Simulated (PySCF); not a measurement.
Löwdin shares of the frontier orbitals

Species: (Cl2In-mu-I)2.
Z-matrix (Å and degrees, PBE0-D3(BJ)/def2-SVP geometry), rows numbered from 1:
```
In
Cl  1  2.3272
Cl  1  2.3308  2  124.22
I   1  2.8373  2  108.06  3  -130.71
In  4  2.8395  1   83.50  2  -108.84
Cl  5  2.3300  4  107.69  1   112.44
Cl  5  2.3286  4  106.91  1  -111.70
I   5  2.8374  4   96.48  1    -0.96
```

Computed with TDDFT PBE0/def2-SVPD, vertical, gas phase, core orbitals frozen in the response, def2 core potentials past Kr (PySCF). Spin–orbit coupling is left out. The geometry optimisation had not met its thresholds, so the values belong to a structure short of the stationary point.

Kohn–Sham orbitals with the atoms that hold most of them (Löwdin shares over 4%, at most four atoms; ? is withheld):

```csv
orbital,ε (eV),atoms
LUMO+2,-1.38,"In5 21%, In1 20%, I4 17%, I8 17%"
LUMO+1,-3.26,"I4 16%, I8 16%, In1 16%, In5 16%"
LUMO,-3.56,"I4 21%, I8 21%, In5 15%, In1 15%"
HOMO,-8.96,?
HOMO-1,-9.02,?
HOMO-2,-9.23,"Cl3 18%, Cl6 17%, Cl2 17%, Cl7 16%"
HOMO-3,-9.27,"I4 25%, I8 25%, Cl7 12%, Cl2 12%"
```

(1) Give the leading atoms of the HOMO-1.

(2) Give the leading atoms of the HOMO.

(3) The HOMO–LUMO gap is 5.40 eV. Where does the response calculation put the lowest singlet, and from which orbitals?

(4) One configuration dominates each of S1, S2, S4 and S6. Which, and how do the shares of the two leading atoms of either orbital change from the occupied to the empty one?

## Answers

(1) I4 (bonded to 2 In) 34%; I8 (bonded to 2 In) 33%; Cl2 (bonded to In) 9%; Cl7 (bonded to In) 9%. By element: iodine 67%, chlorine 18% or more.

(2) I8 (bonded to 2 In) 39%; I4 (bonded to 2 In) 38%; Cl2 (bonded to In) 6%; Cl7 (bonded to In) 6%. By element: iodine 77%, chlorine 13% or more.

(3) S1 is at 4.23 eV (f = 0.0000), 1.17 eV below the gap, made of HOMO→LUMO (98%). Without the coupling terms of the response equations the lowest excitation would equal the gap.

(4) 
- S1 (4.23 eV, f 0.0000), HOMO→LUMO (98%): I8 39% → 21%, I4 38% → 21%
- S2 (4.32 eV, f 0.0000), HOMO-1→LUMO (96%): I4 34% → 21%, I8 33% → 21%
- S4 (4.58 eV, f 0.0000), HOMO→LUMO+1 (80%): I8 39% → 16%, I4 38% → 16%
- S6 (4.74 eV, f 0.035), HOMO-2→LUMO (92%): Cl3 18% → at most 15%, Cl6 17% → at most 15%, I4 at most 17% → 21%, I8 at most 17% → 21%

On Arm Neoverse V1, one thread, on a shared host, this took 6.5 min (with the writing of density and orbital grids) and 1.5 GiB of memory at its peak.

One conformer stands for the species.
